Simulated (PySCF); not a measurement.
PySCF input (M06-2X/6-31G* (5d)):

```python
from pyscf import gto, dft

mol = gto.M(
    atom='''
    Si   -1.83888400   -0.35200200    0.13559700
    Si    0.47192500   -0.72337600    0.04848400
    Cl    1.42908100    1.10583800   -0.19056200
    H    -2.28730600    0.28706700   -1.12320000
    H    -2.54461700   -1.64589200    0.30623900
    H    -2.15718400    0.53302400    1.27992100
    H     0.98082600   -1.33668700    1.29559400
    H     0.85132200   -1.58147800   -1.09612700
    ''',
    basis='6-31g*',
    charge=0,
    spin=0,
    verbose=4,
)

mf = dft.RKS(mol, xc='m062x')
mf.grids.level = 4
mf.conv_tol = 1e-9
mf.max_cycle = 100
mf.max_memory = 1500
mf.kernel()
if not mf.converged:
    mf = mf.newton()
    mf.kernel(mf.make_rdm1())
mf.dip_moment()
```

From the output:

```
initial guess = minao
damping factor = 0
level_shift factor = 0
DIIS = <class 'pyscf.scf.diis.CDIIS'>
diis_start_cycle = 1
diis_space = 8
diis_damp = 0
SCF conv_tol = 1e-09
SCF conv_tol_grad = None
SCF max_cycles = 100
direct_scf = True
direct_scf_tol = 1e-13
XC library pyscf.dft.libxc version 7.1.2
    S. Lehtola, C. Steigemann, M. J. T. Oliveira, and M. A. L. Marques,  SoftwareX 7, 1–5 (2018)
XC functionals = m062x
    Y. Zhao and D. G. Truhlar,  Theor. Chem. Acc. 120, 215 (2008)
    Y. Zhao and D. G. Truhlar,  Theor. Chem. Acc. 120, 215 (2008)
radial grids:
    Treutler-Ahlrichs [JCP 102, 346 (1995); DOI:10.1063/1.469408] (M4) radial grids

becke partition: Becke, JCP 88, 2547 (1988); DOI:10.1063/1.454033
pruning grids: <function nwchem_prune>
grids dens level: 4
symmetrized grids: False
atomic radii adjust function: <function treutler_atomic_radii_adjust>
small_rho_cutoff = 0
Set gradient conv threshold to 3.16228e-05
Initial guess from minao.
tot grids = 165072
init E= -1041.97983230454
  HOMO = -0.299668060991767  LUMO = -0.0307352613546628  gap/eV = 7.31803
cycle= 1 E= -1042.058414921  delta_E= -0.0786  |g|= 0.256  |ddm|= 2.25
  HOMO = -0.335364684428959  LUMO = -0.00874323205882233  gap/eV = 8.88782
cycle= 2 E= -1042.07011597876  delta_E= -0.0117  |g|= 0.203  |ddm|= 0.667
  HOMO = -0.341491007401796  LUMO = 0.00962696469881563  gap/eV = 9.55441
cycle= 3 E= -1042.08407121026  delta_E= -0.014  |g|= 0.0157  |ddm|= 0.306
  HOMO = -0.339561136853871  LUMO = 0.0125494310448218  gap/eV = 9.58142
cycle= 4 E= -1042.08419383625  delta_E= -0.000123  |g|= 0.0036  |ddm|= 0.0363
  HOMO = -0.340798658706971  LUMO = 0.0117521193427665  gap/eV = 9.59340
cycle= 5 E= -1042.08419865602  delta_E= -4.82e-06  |g|= 0.000833  |ddm|= 0.00675
  HOMO = -0.340648529952379  LUMO = 0.0118340049508385  gap/eV = 9.59154
cycle= 6 E= -1042.08419890424  delta_E= -2.48e-07  |g|= 0.000143  |ddm|= 0.00135
  HOMO = -0.340657575862143  LUMO = 0.0118228409053198  gap/eV = 9.59148
cycle= 7 E= -1042.08419891324  delta_E= -9e-09  |g|= 3.67e-05  |ddm|= 0.00034
  HOMO = -0.340657758792835  LUMO = 0.0118258754199352  gap/eV = 9.59157
cycle= 8 E= -1042.08419891386  delta_E= -6.19e-10  |g|= 6.49e-06  |ddm|= 9.19e-05
  HOMO = -0.340657338032326  LUMO = 0.0118258662927953  gap/eV = 9.59156
Extra cycle  E= -1042.08419891389  delta_E= -2.41e-11  |g|= 3.56e-06  |ddm|= 2.1e-05
converged SCF energy = -1042.08419891389
Dipole moment(X, Y, Z, Debye): -1.18955, -1.59997,  0.22823
```

The geometry given is a B3LYP-D3(BJ)/def2-TZVP minimum.
